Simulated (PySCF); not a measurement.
## Energy of Co+ (cobalt, charge +1) between two integer charges

The 3d beta orbital of [Ar] 3d8 is emptied in steps (occupation f), with all orbitals relaxed, ending at [Ar] 3d7. Calculation: PySCF 2.14, in aug-pcseg-2; no relativity, point nucleus. The exact energy is a straight line in f; departures are measured from the line between the end points of the same method.

| f | wB97X (eV) | CAM-B3LYP (eV) |
| --- | --- | --- |
| 1 | 0.000 | 0.000 |
| 0.9 | -0.150 | -0.250 |
| 0.7 | -0.363 | -0.598 |
| 0.5 | -0.448 | -0.729 |
| 0.3 | -0.387 | -0.627 |
| 0.1 | -0.169 | -0.275 |
| 0 | 0.000 | 0.000 |

Problem. For CAM-B3LYP, how does the orbital energy at f = 1 compare with the removal energy?

Solution. −ε = 15.261 eV against a total-energy difference of 17.995 eV. By Janak's theorem ε = ∂E/∂f, so the gap between them reflects the curvature. Along the path −ε is 15.742 (f = 0.9), 16.780 (f = 0.7), 17.908 (f = 0.5), 19.118 (f = 0.3), 20.406 (f = 0.1) eV.

| method | E(f=0) − E(f=1) (eV) | −ε at f=1 (eV) | −ε at f=0.5 (eV) |
| --- | --- | --- | --- |
| wB97X | 17.717 | 16.091 | 17.646 |
| CAM-B3LYP | 17.995 | 15.261 | 17.908 |

Reference removal energy between the ground levels: 17.084 eV (measured; NIST Atomic Spectra Database, ionization energies). The calculation has no spin-orbit coupling. The determinant left behind need not be the lowest term of the ion.
